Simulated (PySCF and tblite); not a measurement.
The numbers below are computed, except where a source is named.
System: C8H9N, numbered as in [NH2:1][C:2]1=[CH:3][C@H:4]2[CH:5]=[CH:6][C@H:7]3[C@@H:8]1[C@@H:9]23.

The path came from a restrained scan, a climbing-image band and a saddle search at GFN2-xTB; energies are PBE/pcSseg-1 + D3(BJ), IEF-PCM acetone//PBE0-D3(BJ)/def2-SVP, thermal terms GFN2-xTB. Rates follow Eyring's equation with the number of equivalent paths and no tunnelling. Programs: tblite and PySCF.

(1) How high is the barrier to the Cope rearrangement (breaking C8–C7, making C3–C5), through which structure does it pass, and what rate follows at 298 K?

Answers

(1) The electronic barrier is 6.2 kcal/mol and ΔG‡(298 K) 5.3 kcal/mol, over a Cs saddle with an imaginary mode of 429i cm⁻¹ (GFN2-xTB). With 1 equivalent path, k is 8.4×10⁸ s⁻¹, a mean lifetime of the start of 1.2 ns against this motion.
